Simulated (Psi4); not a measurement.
**Worked example: ideal-gas entropy of C2H5ClMg (SMILES C[CH2][Mg][Cl])**

A singlet with charge 0, relaxed at PBE0-D4/def2-TZVP (density fitting) (Psi4 1.11):

```xyz
9

C    -0.7240    1.3489    0.5659
C     0.0281    0.0284    0.7426
Mg    0.5243   -0.9828   -1.0126
Cl    1.0366   -2.0413   -2.8663
H    -1.6776    1.2136    0.0470
H    -0.9538    1.8264    1.5256
H    -0.1494    2.0756   -0.0160
H     0.9554    0.1988    1.3026
H    -0.5604   -0.6563    1.3650
```

Harmonic wavenumbers in cm⁻¹: 65, 93, 215, 224, 368, 551, 605, 916, 950, 1020, 1175, 1252, 1405, 1444, 1490, 1503, 3019, 3026, 3062, 3077, 3099.

Masses in u: C 12.011, Mg 24.305, Cl 35.45, H 1.008. Take T = 298.15 K, p = 1 bar, R = 8.3145 J/(mol K), kT/hc = 207.22 cm⁻¹, rigid rotor and harmonic oscillator.

Q: Compute the standard molar entropy.

A: 
1. Translation (Sackur–Tetrode): S = R[3/2 ln M + 5/2 ln T − 1.1517] with M = 88.817 gives 164.8 J/(mol K).
2. Rotation: principal moments 20.934, 366.196, 380.966 u Å² give A, B, C = 0.8053, 0.046, 0.0442 cm⁻¹; the symmetry number is σ = 1; q = (√π/σ)√((kT/hc)³/ABC) = 130663; S = R(ln q + 3/2) = 110.4.
3. Vibration: with u = ν̃/207.22, each mode gives R[u/(eᵘ − 1) − ln(1 − e⁻ᵘ)]; the sum is 60.1, most from 65 cm⁻¹ (18.0), 93 cm⁻¹ (15.0), 215 cm⁻¹ (8.4).
4. Spin: R ln 1 = 0.0.
5. Sum: 164.8 + 110.4 + 60.1 + 0.0 = 335.3 J/(mol K).

No measured value is set beside it here. Where a soft mode is a torsion, a harmonic oscillator describes it poorly.
